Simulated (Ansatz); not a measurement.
C2H8AlFSi can be A, `C[SiH2][CH2][AlH][F]`, or B, `[CH3][AlH][CH2][SiH2]F`.

Isolated molecules relaxed with PBE0-D4/def2-TZVP in Ansatz; ΔE leaves out vibrations. CCSD(T)/CBS adds triple-zeta CCSD(T) − MP2 to the extrapolated MP2 energy (def2 sets, frozen cores). DFT in def2-TZVPP. B3LYP here is the variant with VWN-RPA as its local correlation; programs differ in this. Each species was taken in one conformer, which may not be the lowest.

Task: Which isomer does CCSD(T)/CBS put lower? Give the gap. (Estimate.)

Result: The calculation gave: A, by 52.0 kJ/mol.

Task: Give E(B) − E(A) in kJ/mol with CCSD(T)/def2-TZVPP, MP2/def2-TZVPP, HF/def2-TZVPP, B2PLYP, B3LYP, B3LYP-D4, PBE0-D4. (An estimate is asked.)

Result: Ansatz gave: CCSD(T)/def2-TZVPP 52.1, MP2/def2-TZVPP 53.7, HF/def2-TZVPP 45.2, B2PLYP 50.9, B3LYP 49.2, B3LYP-D4 51.8, PBE0-D4 51.7. None reverses the order clearly.

Largest T1 diagnostic: 0.011.

In def2-TZVPP, CCSD(T) changes the Hartree–Fock value by +6.9 kJ/mol (the triples alone add +0.6 kJ/mol) and MP2 by +8.5 kJ/mol.
